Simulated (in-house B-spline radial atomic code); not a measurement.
Ionising Hf XXIII (Hf22+) with different functionals

Computed with an all-electron radial atomic-structure program (B-spline basis): four-component Dirac-Coulomb Hamiltonian, Fermi nucleus of rms radius 5.347 fm, spin-restricted, spherical fractional occupations for the functionals. The ionisation energy is the difference of two self-consistent energies, [Kr] 4d10 4f4 → [Kr] 4d10 4f3, without Breit or QED terms; ε is the level of the shell that loses the electron (mean over j). The electron is taken from both j subshells in proportion to 2j + 1, so the result is a j average, not the step between ground levels.

```tsv
method	rung	ΔSCF (eV)	-ε(4f) (eV)
LDA VWN5	LDA	626.59	604.18
RPBE	GGA	?	?
PW91	GGA	?	?
PBE	GGA	626.16	603.76
```

(1) What does PW91 give?

(2) What does RPBE give?

(3) How do they compare with the NIST value?

## Answers

(1) ΔSCF 626.37 eV, and -ε(4f) = 603.97 eV.

(2) ΔSCF 626.08 eV, and -ε(4f) = 603.68 eV.

(3) NIST lists 650 eV ± 30 (tabulated theory, ground level to ground level). Errors run from -23.92 to -23.41 eV; all lie within about twice that uncertainty, so the table can't rank the methods.
